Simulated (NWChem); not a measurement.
System: Si$_{2}$NH$_{7}$ cation, doublet; SMILES of the neutral closed-shell parent [SiH3]N[SiH3]

NWChem input:

```
start job
memory heap 200 mb stack 900 mb global 1100 mb
charge 1
geometry units angstroms noautoz
  Si     1.676970     0.000459     0.133816
  N      0.000000     0.000000    -0.614064
  Si    -1.676970    -0.000459     0.133816
  H      2.282923     1.238454    -0.430561
  H      1.463261     0.000989     1.596569
  H      2.282996    -1.237976    -0.429558
  H      0.000000     0.000000    -1.645510
  H     -2.282923    -1.238454    -0.430561
  H     -2.282996     1.237976    -0.429558
  H     -1.463261    -0.000989     1.596569
end
basis spherical
  Si library aug-pcseg-1
  N library aug-pcseg-1
  H library aug-pcseg-1
end
dft
  odft
  mult 2
  xc b3lyp
  iterations 150
  mulliken
end
task dft energy
```

Excerpt of the output:

```
             Northwest Computational Chemistry Package (NWChem) 7.3.0
             --------------------------------------------------------

 C2V symmetry detected

                             Geometry "geometry" -> ""
                             -------------------------

 Output coordinates in angstroms (scale by  1.889725989 to convert to a.u.)

  No.       Tag          Charge          X              Y              Z
 ---- ---------------- ---------- -------------- -------------- --------------
    1 Si                  14.0000     1.67697006     0.00000000     0.15105910
    2 N                    7.0000     0.00000000     0.00000000    -0.59682090
    3 Si                  14.0000    -1.67697006     0.00000000     0.15105910
    4 H                    1.0000     2.28295948     1.23821496    -0.41281640
    5 H                    1.0000     1.46326121     0.00000000     1.61381210
    6 H                    1.0000     2.28295948    -1.23821496    -0.41281640
    7 H                    1.0000     0.00000000     0.00000000    -1.62826690
    8 H                    1.0000    -2.28295948    -1.23821496    -0.41281640
    9 H                    1.0000    -2.28295948     1.23821496    -0.41281640
   10 H                    1.0000    -1.46326121     0.00000000     1.61381210

 Effective nuclear repulsion energy (a.u.)     150.2205094161

      Symmetry information
      --------------------

 Group name             C2v
 Group number             16
 Group order               4
 No. of unique centers     5

                                 NWChem DFT Module
                                 -----------------

 Summary of "ao basis" -> "ao basis" (spherical)
 ------------------------------------------------------------------------------
       Tag                 Description            Shells   Functions and Types
 ---------------- ------------------------------  ------  ---------------------
 Si                       aug-pcseg-1               11       27   5s4p2d
 N                        aug-pcseg-1                9       23   4s3p2d
 H                        aug-pcseg-1                5        9   3s2p

      Symmetry analysis of basis
      --------------------------

        a1         51
        a2         21
        b1         42
        b2         26

            General Information
            -------------------
          SCF calculation type: DFT
          Wavefunction type:  spin polarized.
          No. of atoms     :    10
          No. of electrons :    41
           Alpha electrons :    21
            Beta electrons :    20
          Charge           :     1
          Spin multiplicity:     2
          Use of symmetry is: on ; symmetry adaption is: on
          Maximum number of iterations: 150
          AO basis - number of functions:   140
                     number of shells:    66
          Convergence on energy requested:  1.00D-06
          Convergence on density requested:  1.00D-05
          Convergence on gradient requested:  5.00D-04

              XC Information
              --------------
                         B3LYP Method XC Potential
                     Hartree-Fock (Exact) Exchange  0.200
                        Slater Exchange Functional  0.800 local
                    Becke 1988 Exchange Functional  0.720 non-local
              Lee-Yang-Parr Correlation Functional  0.810
                  VWN I RPA Correlation Functional  0.190 local

             Grid Information
             ----------------
          Grid used for XC integration:  medium
          Radial quadrature: Mura-Knowles
          Angular quadrature: Lebedev.
          Tag              B.-S. Rad. Rad. Pts. Rad. Cut. Ang. Pts.
          ---              ---------- --------- --------- ---------
          Si                  1.10       88          17.0       590
          N                   0.65       49          13.0       434
          H                   0.35       45          17.0       434
          Grid pruning is: on
          Number of quadrature shells:   272
          Spatial weights used:  Erf1

      Superposition of Atomic Density Guess
      -------------------------------------

 Sum of atomic energies:        -635.38723603

 Renormalizing density from      42.00 to     41

      Non-variational initial energy
      ------------------------------

 Total energy =    -626.757008
 1-e energy   =   -1148.763924
 2-e energy   =     371.786406
 HOMO         =      -0.591170
 LUMO         =      -0.249560

   Symmetry analysis of molecular orbitals - initial alpha
   -------------------------------------------------------

  Numbering of irreducible representations:

     1 a1          2 a2          3 b1          4 b2

  Orbital symmetries:

     1 b1          2 a1          3 a1          4 b1          5 a1
     6 a1          7 b1          8 a1          9 b1         10 b2
    11 a2         12 a1         13 b1         14 a1         15 a1
    16 b1         17 b2         18 a1         19 a2         20 b1
    21 b2         22 a1         23 b1         24 a1         25 b2
    26 b1         27 a1         28 a1         29 a2         30 b1
    31 b2

   Symmetry analysis of molecular orbitals - initial beta
   ------------------------------------------------------

  Numbering of irreducible representations:

     1 a1          2 a2          3 b1          4 b2

  Orbital symmetries:

     1 b1          2 a1          3 a1          4 b1          5 a1
     6 a1          7 b1          8 a1          9 b1         10 b2
    11 a2         12 a1         13 b1         14 a1         15 a1
    16 b1         17 b2         18 a1         19 a2         20 b1
    21 b2         22 a1         23 b1         24 a1         25 b2
    26 b1         27 a1         28 a1         29 a2         30 b1
    31 b2

     ---------------------------------------------
      Total Density - Mulliken Population Analysis
     ---------------------------------------------

    Atom       Charge   Shell Charges
 -----------   ------   -------------------------------------------------------
    1 Si  14    12.94   2.00  2.01  1.11 -0.02 -0.10  6.02  1.99 -0.22  0.02  0.13  0.00
    2 N    7     9.16   2.00  0.92  0.77  0.54  2.64  1.71  0.54  0.01  0.03
    3 Si  14    12.94   2.00  2.01  1.11 -0.02 -0.10  6.02  1.99 -0.22  0.02  0.13  0.00
    4 H    1     0.88   0.62  0.22 -0.00  0.01  0.03
    5 H    1     0.94   0.68  0.25 -0.02  0.01  0.03
    6 H    1     0.88   0.62  0.22 -0.00  0.01  0.03
    7 H    1     0.57   0.57 -0.06  0.01  0.03  0.02
    8 H    1     0.88   0.62  0.22 -0.00  0.01  0.03
    9 H    1     0.88   0.62  0.22 -0.00  0.01  0.03
   10 H    1     0.94   0.68  0.25 -0.02  0.01  0.03

     --------------------------------------------
      Spin Density - Mulliken Population Analysis
     --------------------------------------------

    Atom       Charge   Shell Charges
 -----------   ------   -------------------------------------------------------
    1 Si  14     0.11   0.00  0.00  0.00 -0.00  0.00  0.00  0.07  0.02  0.00  0.01 -0.00
    2 N    7     0.44   0.00  0.00 -0.00 -0.00  0.30  0.16 -0.01  0.00 -0.00
    3 Si  14     0.11   0.00  0.00  0.00 -0.00  0.00  0.00  0.07  0.02  0.00  0.01 -0.00
    4 H    1     0.08   0.06  0.02 -0.00  0.00 -0.00
    5 H    1    -0.00  -0.00  0.00 -0.00  0.00 -0.00
    6 H    1     0.08   0.06  0.02 -0.00  0.00 -0.00
    7 H    1     0.00   0.00  0.00  0.00  0.00  0.00
    8 H    1     0.08   0.06  0.02 -0.00  0.00 -0.00
    9 H    1     0.08   0.06  0.02 -0.00  0.00 -0.00
   10 H    1    -0.00  -0.00  0.00 -0.00  0.00 -0.00

   convergence    iter        energy       DeltaE   RMS-Dens  Diis-err
 ---------------- ----- ----------------- --------- --------- ---------
 d= 0,ls=0.0,diis     1   -637.5499186953 -7.88D+02  1.06D-02  2.51D-01
                                                     1.07D-02  2.66D-01
 d= 0,ls=0.0,diis     2   -637.4639011408  8.60D-02  6.91D-03  4.18D-01
                                                     6.72D-03  3.14D-01
 d= 0,ls=0.0,diis     3   -637.6443385517 -1.80D-01  1.19D-03  3.20D-02
                                                     1.44D-03  3.77D-02
 d= 0,ls=0.0,diis     4   -637.6615904937 -1.73D-02  4.86D-04  1.19D-03
                                                     4.56D-04  5.47D-04
 d= 0,ls=0.0,diis     5   -637.6622039217 -6.13D-04  2.70D-04  1.82D-04
                                                     2.64D-04  8.68D-05
  Resetting Diis
 d= 0,ls=0.0,diis     6   -637.6623208703 -1.17D-04  1.03D-04  2.48D-05
                                                     8.30D-05  6.27D-06
 d= 0,ls=0.0,diis     7   -637.6623351839 -1.43D-05  2.54D-05  5.55D-07
                                                     2.61D-05  4.60D-07
 d= 0,ls=0.0,diis     8   -637.6623356526 -4.69D-07  7.86D-06  1.61D-07
                                                     7.76D-06  1.50D-07

         Total DFT energy =     -637.662335652560
      One electron energy =    -1170.638261984287
           Coulomb energy =      433.837199803517
    Exchange-Corr. energy =      -51.081782887852
 Nuclear repulsion energy =      150.220509416062

 Numeric. integr. density =       40.999976569246

                  Occupations of the irreducible representations
                  ----------------------------------------------

                     irrep           alpha         beta
                     --------     --------     --------
                     a1                9.0          9.0
                     a2                2.0          2.0
                     b1                7.0          7.0
                     b2                3.0          2.0

                    DFT Final Alpha Molecular Orbital Analysis
                    ------------------------------------------

[...]
```

Level: B3LYP/aug-pcseg-1, spin-unrestricted. In the optimisation the excess spin sits in b (C2, its own frame). Structure relaxed at the PBE0/def2-SVP, spin-unrestricted level. The spin multiplicity was typed, not searched, and may not be the lowest. No stability test was run on the SCF state. B3LYP is NWChem's, with the RPA form of VWN correlation.
